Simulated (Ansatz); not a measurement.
Ideal-gas functions of CH₄MoO₃ (`[CH3][Mo](=[O])(=[O])[OH]`) at 400 K and 1 bar, from an Ansatz frequency run at PBE0-D4/def2-TZVP.

Molar mass 159.98 g/mol, point group C1 (symmetry number 1), electronic degeneracy 1, moments of inertia 137.002, 151.606, 164.101 u Å². Harmonic wavenumbers (cm⁻¹, unscaled): 137, 176, 202, 234, 253, 304, 369, 564, 610, 643, 686, 758, 1041, 1068, 1205, 1414, 1421, 3044, 3141, 3149, 3898.

Use S(trans) = R[1.5 ln M + 2.5 ln T − 1.1517]; rotational temperatures θ = 24.2544 K / I; S(rot) = R[ln(√π/σ · √(T³/θAθBθC)) + 1.5]; for each mode x = 1.438777 ν̃/T, S = R[x/(eˣ − 1) − ln(1 − e⁻ˣ)] and H = RT x/(eˣ − 1); 1 cm⁻¹ = 0.0119627 kJ/mol; R = 8.31446 J/(mol·K).

Problem. By hand: the entropy, in J/(mol·K).

Solution. Translation 178.3. Rotation: θ = 0.177, 0.16, 0.1478 K, giving 114.7. Vibration, mode by mode: 14.28, 12.25, 11.15, 9.99, 9.38, 7.97, 6.55, 3.73, 3.27, 2.98, 2.64, 2.15, 0.95, 0.88, 0.59, 0.31, 0.31, 0.00, 0.00, 0.00, 0.00, in all 89.4. Electronic 0.0. Sum 382.4 J/(mol·K).

Problem. By hand: H − E and G − E in kJ/mol, counted from the electronic energy.

Solution. Zero-point energy ½ × 24317 × 0.0119627 = 145.4; thermal vibration 20.0; translation, rotation and pV give 4 RT = 13.3. H − E = 178.7 kJ/mol, and G − E = 178.7 − 400 × 382.4/1000 = 25.7 kJ/mol.

Vibration gives 23 % of the entropy, 14.3 J/(mol·K) of it from the mode under 150 cm⁻¹: soft modes count most, and the harmonic formula is weakest for them. The sum counts one conformer and one mirror image; others add a mixing term.
